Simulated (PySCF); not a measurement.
**Atomic charges by several schemes**

Species: C5H8OS2Si.
Numbering: `[CH:1]#[C:2][C@@H:3]1[CH2:4][S:5][Si@H:6]([O:7][CH3:8])[S:9]1` (hydrogens: H10 on C1; H11 on C3; H12, H13 on C4; H14 on Si6; H15, H16, H17 on C8)

Geometry (GFN2-xTB, Å), atoms numbered from 1 in this order:
```
atom  x, y, z in Å
C1    -1.9183    2.1914   -0.2302
C2    -2.0190    1.0118   -0.0540
C3    -2.0445   -0.4162    0.1427
C4    -1.6064   -0.8082    1.5452
S5     0.1107   -0.2941    1.8784
Si6    0.8449   -0.9831   -0.0135
O7     1.7652    0.0814   -0.7857
C8     3.0397    0.5395   -0.4338
S9    -0.9580   -1.2327   -1.1155
H10   -1.8661    3.2281   -0.3796
H11   -3.0471   -0.8080   -0.0553
H12   -1.6695   -1.8885    1.6767
H13   -2.2276   -0.3119    2.2911
H14    1.4768   -2.2819    0.1691
H15    3.3650    1.2353   -1.2058
H16    3.7382   -0.2964   -0.3741
H17    3.0091    1.0456    0.5325
```

Density: PBE0/pcSseg-1 (PySCF); schemes: Mulliken, IAO, Hirshfeld and ESP-fitted. Isolated species at its GFN2-xTB geometry (one conformer only).

Question: At which atom do the 4 schemes differ most?

Answer: At Si6: from +0.348 (Hirshfeld) to +0.969 e (IAO), 0.621 e apart.

Question: For which atoms does the sign change between the 4 schemes (beyond +0.03 e in one, beyond −0.03 e in another)?

Answer: C2.

Question: What partial charge does each atom carry?

Answer: In e:

```json
{"atom": "C1", "environment": "terminal alkyne carbon", "Mulliken": "-0.358", "IAO": "-0.219", "Hirshfeld": "-0.103", "ESP-fitted": "-0.447"}
{"atom": "C2", "environment": "alkyne carbon", "Mulliken": "+0.363", "IAO": "-0.041", "Hirshfeld": "-0.057", "ESP-fitted": "+0.065"}
{"atom": "C3", "environment": "sp3 carbon bound to sulfur", "Mulliken": "-0.418", "IAO": "-0.185", "Hirshfeld": "-0.012", "ESP-fitted": "-0.081"}
{"atom": "C4", "environment": "sp3 carbon bound to sulfur", "Mulliken": "-0.243", "IAO": "-0.324", "Hirshfeld": "-0.067", "ESP-fitted": "-0.455"}
{"atom": "S5", "environment": "sulfur bonded to C and Si", "Mulliken": "-0.268", "IAO": "-0.205", "Hirshfeld": "-0.101", "ESP-fitted": "-0.245"}
{"atom": "Si6", "environment": "oxygen-bound silicon", "Mulliken": "+0.867", "IAO": "+0.969", "Hirshfeld": "+0.348", "ESP-fitted": "+0.702"}
{"atom": "O7", "environment": "silyl ether oxygen", "Mulliken": "-0.603", "IAO": "-0.629", "Hirshfeld": "-0.222", "ESP-fitted": "-0.307"}
{"atom": "C8", "environment": "methoxy carbon", "Mulliken": "-0.009", "IAO": "-0.199", "Hirshfeld": "-0.027", "ESP-fitted": "-0.200"}
{"atom": "S9", "environment": "sulfur bonded to C and Si", "Mulliken": "-0.186", "IAO": "-0.174", "Hirshfeld": "-0.078", "ESP-fitted": "-0.265"}
{"atom": "H10", "environment": "alkyne hydrogen", "Mulliken": "+0.044", "IAO": "+0.203", "Hirshfeld": "+0.096", "ESP-fitted": "+0.322"}
{"atom": "H11", "environment": "methine hydrogen", "Mulliken": "+0.193", "IAO": "+0.188", "Hirshfeld": "+0.061", "ESP-fitted": "+0.219"}
{"atom": "H12", "environment": "methylene hydrogen", "Mulliken": "+0.173", "IAO": "+0.161", "Hirshfeld": "+0.044", "ESP-fitted": "+0.176"}
{"atom": "H13", "environment": "methylene hydrogen", "Mulliken": "+0.177", "IAO": "+0.174", "Hirshfeld": "+0.053", "ESP-fitted": "+0.279"}
{"atom": "H14", "environment": "Si–H hydrogen", "Mulliken": "-0.072", "IAO": "-0.151", "Hirshfeld": "-0.083", "ESP-fitted": "-0.127"}
{"atom": "H15", "environment": "methyl hydrogen", "Mulliken": "+0.128", "IAO": "+0.162", "Hirshfeld": "+0.056", "ESP-fitted": "+0.122"}
{"atom": "H16", "environment": "methyl hydrogen", "Mulliken": "+0.102", "IAO": "+0.133", "Hirshfeld": "+0.045", "ESP-fitted": "+0.113"}
{"atom": "H17", "environment": "methyl hydrogen", "Mulliken": "+0.110", "IAO": "+0.138", "Hirshfeld": "+0.045", "ESP-fitted": "+0.130"}
```

Mean size of the charges over all atoms: Mulliken 0.254 e, ESP-fitted 0.250 e, IAO 0.250 e, Hirshfeld 0.088 e. Each set sums to the total charge, 0, to within 0.001 e. The IAO scheme projects the occupied orbitals on a minimal set of polarised atomic orbitals and counts the electrons in each atom's part of it.

Question: How many electrons does the IAO scheme count on C4?

Answer: Z − q = 6 − (-0.324) = 6.324.

Question: How closely do the schemes follow one another over all atoms?

Answer: Correlation coefficient and root-mean-square difference: IAO with Hirshfeld 0.97, 0.217 e; IAO with ESP-fitted 0.91, 0.134 e; Mulliken with IAO 0.91, 0.139 e; Hirshfeld with ESP-fitted 0.89, 0.199 e; Mulliken with Hirshfeld 0.86, 0.237 e; Mulliken with ESP-fitted 0.85, 0.172 e.

Question: Sum the charges by element, for elements with more than one atom.

Answer: 
```csv
element,atoms,Mulliken,IAO,Hirshfeld,ESP-fitted
C,5,-0.665,-0.968,-0.265,-1.118
S,2,-0.454,-0.379,-0.178,-0.510
H,8,+0.855,+1.007,+0.316,+1.233
```

The run behind these numbers computed NMR shieldings as well. On Arm Neoverse V2, one thread, no GPU, shared host with 96 logical CPUs at a one-minute load of 55, this took 43 s of wall time and 0.96 GiB of memory at its peak.
